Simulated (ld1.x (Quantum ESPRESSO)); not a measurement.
**Pseudopotential generation for Lu: TM semilocal, BP86, scalar-relativistic.**

```
Element                 : Lu
Generator               : ld1.x (Quantum ESPRESSO) 7.5
Type                    : norm-conserving Troullier–Martins (semilocal form)
Functional              : BP86
Relativity              : scalar-relativistic
Frozen core             : [Kr] 4d10
Valence charge          : 25
Reference configuration : 4f14 5s2 5p6 5d0 6s0 6p0 (charge +3)
Partial waves           : 5s (bound): rc 1.15 bohr; 5p (bound): rc 1.20 bohr; 4f (bound): rc 0.65 bohr; 5d (bound, empty): rc 2.90 bohr
Local potential         : the d channel
Core correction         : Bessel-smoothed model core inside 0.35 bohr
```

All-electron outer shells of the reference configuration (BP86, scalar-relativistic, ld1.x):

```
shell  level (eV)  outermost node (bohr)  outermost maximum (bohr)
   4p     -384.85                   0.25                      0.47
   4d     -218.59                   0.23                      0.48
   5s      -87.83                   0.57                      1.04
   5p      -58.08                   0.61                      1.19
   4f      -36.30                      –                      0.47
   5d      -25.03                   0.68                      1.65
   6s      -24.13                   1.38                      2.59
   6p      -17.80                   1.63                      3.20
```

Q: Does the generator finish with these settings?

A: Yes, a potential is produced.

Q: Tests: 4f14 5s2 5p6 5d1 6s2 6p0; 4f14 5s2 5p6 5d1 6s1 6p0; 4f14 5s2 5p6 5d1 6s0 6p0; 4f13 5s2 5p6 5d1 6s2 6p0; 4f14 5s2 5p6 5d1 6s0 6p2; 4f14 5s2 5p5 5d1 6s2 6p0; 4f13 5s2 5p6 5d2 6s1 6p0. Which has the largest error in its energy relative to the reference configuration, and how large is it?

A: 4f13 5s2 5p6 5d2 6s1 6p0, with -217 meV (all-electron minus pseudo) on -21.98 eV.

A Bessel basis up to 400 Ry misses an occupied level by 0.34 Ry, so cutoffs and ghosts were not judged.
